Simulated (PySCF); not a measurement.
Pt(Cl)(CO)2 (C₂ClO₂Pt), SMILES [O+]#[C-]->[Pt]([Cl])<-[C-]#[O+] (connectivity only; charge and spin as stated), neutral, multiplicity 2.

Coordinates come from a PBE-D3(BJ)/def2-SVP optimisation. The multiplicity is an assumed one; no other spin state was optimised. The isomer is the one that the SMILES or the coordinates give; other isomers of the formula were not compared. The def2 effective core potentials stand for the cores of Pt; spin–orbit coupling is left out.

Method: TDA-PBE/def2-SVPD (PySCF 2.14.0).

Vertical excitations. 

Task: Give excitation energies, oscillator strengths and character. (An estimate is asked for; the answer gives what the named calculation found.)

Result: 
```json
[
 {"state": "root 1", "energy (eV)": "1.77", "λ (nm)": "699", "f": "0.000", "main pairs": "β HOMO→LUMO 100 %"},
 {"state": "root 2", "energy (eV)": "2.21", "λ (nm)": "562", "f": "0.007", "main pairs": "β HOMO−1→LUMO 79 %, β HOMO−2→LUMO 18 %"},
 {"state": "root 3", "energy (eV)": "2.36", "λ (nm)": "525", "f": "0.007", "main pairs": "β HOMO−2→LUMO 78 %, β HOMO−1→LUMO 14 %"},
 {"state": "root 4", "energy (eV)": "2.42", "λ (nm)": "513", "f": "0.000", "main pairs": "α HOMO→LUMO 99 %"},
 {"state": "root 5", "energy (eV)": "3.23", "λ (nm)": "383", "f": "0.001", "main pairs": "β HOMO−4→LUMO 97 %"},
 {"state": "root 6", "energy (eV)": "3.31", "λ (nm)": "374", "f": "0.018", "main pairs": "α HOMO−1→LUMO 18 %, β HOMO−3→LUMO 70 %"},
 {"state": "root 7", "energy (eV)": "3.45", "λ (nm)": "359", "f": "0.022", "main pairs": "α HOMO→LUMO+1 87 %"},
 {"state": "root 8", "energy (eV)": "3.46", "λ (nm)": "358", "f": "0.001", "main pairs": "α HOMO−1→LUMO 37 %, β HOMO→LUMO+1 57 %"},
 {"state": "root 9", "energy (eV)": "3.60", "λ (nm)": "344", "f": "0.001", "main pairs": "α HOMO→LUMO+2 97 %"},
 {"state": "root 10", "energy (eV)": "3.67", "λ (nm)": "338", "f": "0.006", "main pairs": "α HOMO→LUMO+3 88 %"}
]
```
Unrestricted roots are not spin-pure.
